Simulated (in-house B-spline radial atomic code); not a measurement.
## Ba²⁺: [He] 2s2 (2p1/2)2 (2p3/2)3 3s2 3p6 3d10 4s2 4p6 4d10 5s2 5p6 6s1 (with a hole in an inner shell)

Computed with a radial B-spline atomic code at the basis-set limit: Dirac-Kohn-Sham PBE0, spherical fractional occupations, Fermi nucleus of rms radius 4.8378 fm.

Effective charges: Z_r = [3n² - l(l+1)]/(2<r>) from the radius, Z_e = n√(-2ε) from the energy, and Slater's rules. Values are occupation-weighted means over j. An effective charge above Z reflects the relativistic contraction of the inner shells.

```csv
shell,electrons,ε (eV),<r> (bohr),Z_r,Z_e,Slater
1s,2,-37580,0.02557,58.67,52.56,55.70
2s,2,-6079.4,0.1087,55.21,42.28,52.20
2p,5,-5512.6,0.09488,52.70,40.26,52.20
3s,2,-1331.5,0.2877,46.92,29.68,45.60
3p,6,-1137.7,0.2846,43.92,27.43,45.60
3d,10,-852.06,0.2601,40.37,23.74,35.85
4s,2,-286.55,0.6601,36.36,18.36,29.25
4p,6,-221.6,0.6963,33.03,16.14,29.25
4d,10,-124.45,0.7665,27.40,12.10,17.85
5s,2,-56.23,1.562,24.01,10.16,11.25
5p,6,-38.897,1.777,20.54,8.45,11.25
6s,1,-14.421,3.755,14.38,6.18,4.20
```

The least bound orbital is 6s1/2 at -14.42 eV, and it is also the most diffuse (<r> = 3.755 bohr). The part-filled 2p shell lies below the filled 5p shell in orbital energy.

For the 1s electron the small component carries 4.28 % of the norm, the zero-frequency Breit interaction raises the level by 96.08 eV, self-energy by 56.71 eV, and vacuum polarisation lowers it by 8.195 eV.

Caution: exact exchange at fractional occupations of open shells leaves self-interaction of up to several eV.
